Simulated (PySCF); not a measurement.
**UHF on Ca (calcium, neutral)**

Configuration: [Ar] 4p2, high-spin 3P determinant (an excited configuration). Computed with PySCF 2.14 in def2-TZVPPD (6s5p3d, 36 functions), with no relativity, point nucleus.

```json
{
  "Total energy": "-676.594139 hartree",
  "One-electron energy": "-924.5885 hartree",
  "Hartree (Coulomb) energy": "283.1823 hartree",
  "Exchange energy": "-35.1880 hartree",
  "Kinetic energy": "676.63048 hartree",
  "⟨S²⟩": "2.0000",
  "⟨L²⟩": "2.000",
  "Sum of ⟨r⟩": "23.10 bohr",
  "Sum of ⟨r²⟩": "76.24 bohr²",
  "Traceless quadrupole moment −½Σ⟨3z² − r²⟩ along its main axis": "12.1 e·bohr²",
  "Density at the nucleus (Gaussians lack the cusp)": "5170 bohr⁻³",
  "Spin density at the nucleus": "0.0724 bohr⁻³",
  "Langevin diamagnetic susceptibility": "-60.4 ×10⁻⁶ cm³/mol"
}
```

```
shell  electrons  mean orbital energy (hartree)  spread (hartree)  rms radius, mean of both spins (bohr)
 1s α          1                     -149.45306                 0                                 0.0896
 1s β          1                     -149.45121                 0                                 0.0896
 2s α          1                      -16.91189                 0                                  0.395
 2s β          1                      -16.91022                 0                                  0.395
 2p α          3                      -13.72126           0.00116                                  0.363
 2p β          3                      -13.71843           0.00192                                  0.363
 3s α          1                       -2.33493                 0                                   1.25
 3s β          1                       -2.32838                 0                                   1.25
 3p α          3                       -1.43609           0.00068                                   1.37
 3p β          3                       -1.42881           0.00797                                   1.37
 4p α          2                       -0.14818                 0                                   5.51
```

Spin-orbit constants ζ (cm⁻¹) from the X2C one-electron operator on these orbitals (non-relativistic here): bare nucleus, nucleus screened by l(l+1)(2l+1)/3 electrons, and screened by the Breit-Pauli mean field of the electrons.

```
shell   bare  screened nucleus  mean field
   2p  20920             18830       17850
   3p   2065              1859        1747
   4p  83.37             75.04       69.91
```

To first order the Landé constant is A = 34.96 cm⁻¹, so the lowest level has J = 0 and lies 0.00867 eV below the centre of the term. This holds in LS coupling only.
